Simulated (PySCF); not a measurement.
Run record: EPR job, `C[C@@]12[CH]NC[C@@H]1CC2` [radical].

Method: UKS B3LYP, pcH-1 on C H N, non-relativistic, mean-field spin-orbit, GIAO (PySCF 2.14.0). Geometry: GFN2-xTB. The input is one job of a driver script: a line of settings, then coordinates in Å.

Command:
```bash
OMP_NUM_THREADS=1 python probes_run.py task.json out
```

Input:
```
{"job": {"kind": "epr", "basis": "pcH-1"}, "charge": 0, "multiplicity": 2}
C     -1.830970    -1.032015    -0.017516
C     -0.484615    -0.379424     0.261570
C      0.631553    -1.346791     0.380630
N      1.767614    -0.845434    -0.255510
C      1.373399     0.103223    -1.279054
C      0.050364     0.658202    -0.759181
C      0.157017     1.700222     0.366929
C     -0.511977     0.733730     1.353025
H     -2.119822    -1.659893     0.822518
H     -2.598063    -0.275533    -0.168114
H     -1.772879    -1.652446    -0.909375
H      0.766607    -2.012784     1.212384
H      2.486097    -1.511535    -0.505036
H      1.232510    -0.380047    -2.257845
H      2.139240     0.877600    -1.384795
H     -0.628330     0.933776    -1.563918
H      1.185400     1.943211     0.625399
H     -0.390358     2.623725     0.188203
H     -1.519920     1.027474     1.638453
H      0.061985     0.505417     2.248195
```

**Question.** Give the output.

**Answer.** 
```
UKS, coarse grid
  cycle   1  E = -328.59782598  |g| = 3.53e-01
  cycle   2  E = -328.56475087  |g| = 4.42e-01
  cycle   3  E = -328.66576584  |g| = 5.05e-02
  cycle   4  E = -328.66659453  |g| = 2.82e-02
  cycle   5  E = -328.66695049  |g| = 5.34e-03
  cycle   6  E = -328.66696669  |g| = 2.31e-03
  cycle   7  E = -328.66696913  |g| = 1.25e-03
  cycle   8  E = -328.66696994  |g| = 2.75e-04
UKS, final grid
  cycle   1  E = -328.66695369  |g| = 3.46e-04
  cycle   2  E = -328.66695362  |g| = 5.70e-04
  cycle   3  E = -328.66695375  |g| = 3.50e-05
  cycle   4  E = -328.66695375  |g| = 2.51e-05
E = -328.66695375 Eh   <S^2> = 0.7535 (exact 0.7500)
g shifts (ppm)      1          2          3
  rmc          -178       -178       -178
  gc             -0         22         32
  oz_so          -1        484       1084
  total        -179        328        938
hyperfine (MHz)  atom isotope    a_iso     a_fc   dipolar eigenvalues
    0   13C      44.11      44.11     -2.44     -2.37      4.82
    1   13C     -20.48     -20.48     -2.20     -0.65      2.85
    2   13C     109.27     109.27    -67.62    -67.28    134.91
    3   14N      15.74      15.74    -12.85    -12.48     25.34
    4   13C      -0.27      -0.27     -1.94     -0.42      2.36
    5   13C       8.57       8.57     -0.92     -0.84      1.76
    6   13C      -2.42      -2.42     -0.61     -0.23      0.84
    7   13C      48.36      48.36     -5.01     -4.70      9.71
    8    1H      -1.98      -1.98     -3.19     -2.52      5.71
    9    1H       7.54       7.54     -2.05     -1.63      3.68
   10    1H      -0.47      -0.47     -4.82     -1.96      6.78
   11    1H     -22.75     -22.75    -31.54     -1.00     32.55
   12    1H      21.74      21.74    -14.08     -6.82     20.90
   13    1H      15.62      15.62     -3.59     -2.26      5.85
   14    1H       6.07       6.07     -3.24     -2.75      5.98
   15    1H      -1.21      -1.21     -1.79     -1.64      3.43
   16    1H       0.08       0.08     -2.25     -1.20      3.45
   17    1H       1.45       1.45     -1.20     -0.77      1.97
   18    1H       6.89       6.89     -3.31     -1.06      4.37
   19    1H       0.14       0.14     -4.80     -1.44      6.25
```

rmc, gc and oz_so are the mass-correction, gauge-correction and orbital-Zeeman/spin–orbit parts of the g shift along its three principal axes; a_iso is the isotropic hyperfine coupling and a_fc its Fermi-contact part. The program numbers atoms from 0.

**Question.** Get g_iso from the total shifts.

**Answer.** Their mean is 362 ppm; added to g_e = 2.002319 it gives 2.00268.

**Question.** How far is ⟨S²⟩ from the pure-spin value?

**Answer.** S = 0.5 gives S(S+1) = 0.75; the run has 0.7535, 0.0035 more.

In short: ⟨S²⟩ 0.753; g_iso 2.0027.

One conformer (not necessarily the lowest) at the GFN2-xTB geometry, without solvent, vibrations or thermal averaging.

Time: 1.8 min (with the writing of density and orbital grids); peak memory 1.0 GiB. Hardware: Arm Neoverse V1, one thread, on a shared host.
Labels such as C1 count atoms from 1, the log's own numbers from 0.
